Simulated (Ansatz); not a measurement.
`CN(C)c1ccc(-c2ccc(-c3ccc(-c4ccc(C#N)[se]4)[se]3)[se]2)[se]1`. Total charge 0; singlet. Geometry r2SCAN-D4/def2-SVP; atoms count from 1.

```xyz
39

C     2.1337    4.2785    5.3282
N     2.8799    4.5999    4.1321
C     3.6232    5.8415    4.0735
C     2.5695    3.9872    2.9534
C     3.0000    4.3203    1.6717
C     2.5365    3.4655    0.6467
C     1.7044    2.4224    1.0247
C     1.0979    1.4259    0.1952
C     1.2325    1.2626   -1.1826
C     0.5105    0.1951   -1.7486
C    -0.2462   -0.5748   -0.8725
C    -1.0669   -1.7101   -1.1449
C    -1.8271   -2.4701   -0.2597
C    -2.5410   -3.5444   -0.8245
C    -2.4021   -3.7195   -2.1953
C    -2.9942   -4.7109   -3.0404
C    -2.8491   -4.8767   -4.4156
C    -3.5578   -5.9527   -4.9864
C    -4.3076   -6.7053   -4.0946
C    -5.1086   -7.8275   -4.3734
N    -5.7780   -8.7609   -4.5940
Se   -4.1423   -6.0347   -2.3415
Se   -1.2458   -2.3967   -2.8966
Se   -0.0545    0.1011    0.8853
Se    1.4372    2.4732    2.9025
H     1.0913    4.6550    5.2993
H     2.6395    4.7101    6.2026
H     2.1000    3.1847    5.4706
H     4.5532    5.7025    3.4993
H     3.0448    6.6585    3.5988
H     3.8948    6.1473    5.0924
H     3.6433    5.1782    1.4711
H     2.8110    3.6219   -0.3999
H     1.8605    1.9260   -1.7815
H     0.5428   -0.0265   -2.8200
H    -1.8643   -2.2390    0.8087
H    -3.1697   -4.2069   -0.2215
H    -2.2208   -4.2083   -5.0108
H    -3.5304   -6.1925   -6.0517
```

Single mean-field runs in def2-TZVP are fitted with def2-universal-jkfit.

Q: Estimate the Mulliken populations of the heavy atoms from the PBE0/def2-TZVP orbitals of Ansatz.

A: 
```json
{"atom": "C1", "charge (e)": "-0.32"}
{"atom": "N2", "charge (e)": "-0.04"}
{"atom": "C3", "charge (e)": "-0.32"}
{"atom": "C4", "charge (e)": "0.05"}
{"atom": "C5", "charge (e)": "-0.23"}
{"atom": "C6", "charge (e)": "-0.21"}
{"atom": "C7", "charge (e)": "-0.05"}
{"atom": "C8", "charge (e)": "0.06"}
{"atom": "C9", "charge (e)": "-0.22"}
{"atom": "C10", "charge (e)": "-0.13"}
{"atom": "C11", "charge (e)": "-0.03"}
{"atom": "C12", "charge (e)": "-0.03"}
{"atom": "C13", "charge (e)": "-0.16"}
{"atom": "C14", "charge (e)": "-0.14"}
{"atom": "C15", "charge (e)": "-0.02"}
{"atom": "C16", "charge (e)": "-0.03"}
{"atom": "C17", "charge (e)": "-0.16"}
{"atom": "C18", "charge (e)": "-0.18"}
{"atom": "C19", "charge (e)": "0.13"}
{"atom": "C20", "charge (e)": "-0.31"}
{"atom": "N21", "charge (e)": "-0.01"}
{"atom": "Se22", "charge (e)": "0.18"}
{"atom": "Se23", "charge (e)": "0.12"}
{"atom": "Se24", "charge (e)": "0.11"}
{"atom": "Se25", "charge (e)": "0.08"}
```
Mulliken values depend strongly on the basis.

Q: And the Mayer bond orders between heavy atoms (over 0.3)?

A: C1–N2 0.97 (1.45 Å); N2–C3 0.96 (1.45 Å); N2–C4 1.23 (1.36 Å); C4–C5 1.46 (1.39 Å); C4–Se25 1.17 (1.89 Å); C5–C6 1.33 (1.41 Å); C6–C7 1.53 (1.39 Å); C7–C8 1.04 (1.43 Å); C7–Se25 1.17 (1.90 Å); C8–C9 1.45 (1.39 Å); C8–Se24 1.24 (1.89 Å); C9–C10 1.34 (1.41 Å); C10–C11 1.39 (1.39 Å); C11–C12 1.10 (1.43 Å); C11–Se24 1.19 (1.89 Å); C12–C13 1.39 (1.39 Å); C12–Se23 1.23 (1.89 Å); C13–C14 1.34 (1.41 Å); C14–C15 1.41 (1.39 Å); C15–C16 1.08 (1.43 Å); C15–Se23 1.21 (1.89 Å); C16–C17 1.42 (1.39 Å); C16–Se22 1.26 (1.89 Å); C17–C18 1.33 (1.41 Å); C18–C19 1.50 (1.39 Å); C19–C20 0.99 (1.41 Å); C19–Se22 1.16 (1.88 Å); C20–N21 3.02 (1.17 Å).
